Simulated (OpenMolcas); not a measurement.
W4+ (d2) among equal point charges was computed by CASSCF with the d shell active (OpenMolcas, ANO-RCC-VDZP on the metal). Its lowest spin-free states, and all those of the highest spin:

| 2S+1 | Degeneracy | E (cm-1) |
| --- | --- | --- |
| 3 | 1 | 0.0 |
| 3 | 3 | 3429 |
| 3 | 3 | 5995 |
| 1 | 2 | 11700 |
| 1 | 3 | 14801 |
| 3 | 3 | 16173 |
| 1 | 1 | 17992 |
| 1 | 3 | 19229 |
| 1 | 2 | 21343 |
| 1 | 3 | 21804 |
| 1 | 1 | 44214 |

Question: Is the site octahedral, tetrahedral or cube-like, axial, or of lower symmetry?

Answer: The states with 2S+1 = 3 have orbital degeneracies 1, 3, 3, 3. Threefold states need a cubic site. For d2 at this spin an octahedron puts the threefold T1 below the threefold T2 and a tetrahedron or cube puts the single A2 below the threefold T2, so the site is a tetrahedron or a cube, which this pattern cannot tell apart. The first gap at this spin, 3430 cm-1, is |10Dq| in ligand-field theory. The run had W4+ among 8 point charges of -1.2 e arranged as a cube (Oh), 2.45 Å from the ion.

Spin-orbit coupling mixes the spin-free states strongly: the lowest level takes only 44 % from its leading state, 3A2. Without dynamic correlation the repulsion within the d shell is too large (B by tens of per cent), so at a given field states of lower spin stand too high. Point charges carry no covalency, so the field is a model and not that of real ligands. No measured value stands beside these numbers.
